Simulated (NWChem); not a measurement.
Species: Zn

Computed with NWChem.

Q: Predict the results for KT2/def2-SVP. Quantities: highest occupied level (eV); orbital gap (eV).

A: 
* **highest occupied level (eV)**: -5.53
* **orbital gap (eV)**: 6.28
